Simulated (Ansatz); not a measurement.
Harmonic frequencies (cm⁻¹) at PBE0-D4/def2-TZVP from Ansatz: 83, 106, 143, 166, 201, 303, 491, 510, 532, 665, 727, 743, 819, 828, 892, 1272, 1439, 1444, 1950, 1961, 2214, 3051, 3138, 3148.

(1) Which molecule is it?
A. `C[SiH](Cl)[SbH2]`
B. `O[SiH]1[SiH2][SiH2]1`
C. `C/C=N/C(=O)O`
D. `O[CH](Cl)[GeH3]`

## Answers

(1) A.
